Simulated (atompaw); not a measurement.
Before and after: PAW (atompaw) potential for molybdenum

* Element: molybdenum (Mo)
* Generator: atompaw 4.2.0.5
* Type: PAW
* Functional: PBE
* Relativity: scalar-relativistic
* Frozen core: [Ar] 3d10
* Valence charge: 14
* Reference configuration: 4s2 4p6 4d5 5s0.75 5p0.25
* Partial waves: 4s (bound): rc 1.30 bohr; 5s (bound): rc 2.70 bohr; 4p (bound): rc 2.20 bohr; 5p (bound): rc 2.70 bohr; 4d (bound): rc 2.05 bohr; 4d channel at 1.5 Ry: rc 2.70 bohr
* Local potential: ultrasoft scheme with l = 3 at 0.5 Ry, radius 2.50 bohr
* Core correction: smooth core density matched at 1.75 bohr
* Augmentation charge: besselshape compensation charge, radius 2.65 bohr; PAW radius 2.70 bohr; waves and projectors: custom rrkj vanderbiltortho

Change: wave 4p (bound): rc 2.20 bohr becomes 4p (bound): rc 1.56 bohr.

Cutoffs: the cutoffs (Ry, on a coarse ladder) from which the occupation-weighted sum of valence levels, in a spherical-Bessel basis at the reference potential, stays within 10 and 1 mRy of its value at 400 Ry; they do not see the model core or the augmentation charge, which bear on the density cutoff.

**Question.** What does the change do?

**Answer.** The potential gets harder (25 Ry and 45 Ry → 35 Ry and 70 Ry); the range in which the p phases agree narrows (upper end 4.8 → 0.7); neither file shows a bound ghost.

| quantity | base | changed |
| --- | --- | --- |
| cutoff, loose | 25 Ry | 35 Ry |
| cutoff, tight | 45 Ry | 70 Ry |
| loose cutoff by channel (10 mRy a level) | s 18 Ry, p 15 Ry, d 21 Ry | s 18 Ry, p 30 Ry, d 21 Ry |
| bound ghosts | none | none |
| s: phases at 2.71 bohr within 0.05 rad from the reference energy up to (Ry; the scan ends near 5) | 1.9 | 1.9 |
| p: phases at 2.71 bohr within 0.05 rad from the reference energy up to (Ry; the scan ends near 5) | 4.8 | 0.7 |
| d: phases at 2.71 bohr within 0.05 rad from the reference energy up to (Ry; the scan ends near 5) | to the end of the scan | to the end of the scan |
| lowest overlap eigenvalue by channel | s 0.38, p 0.62, d 0.61 | s 0.38, p 0.48, d 0.61 |

 The cutoffs see the waves, projectors and local potential, not the compensation charge or the core.
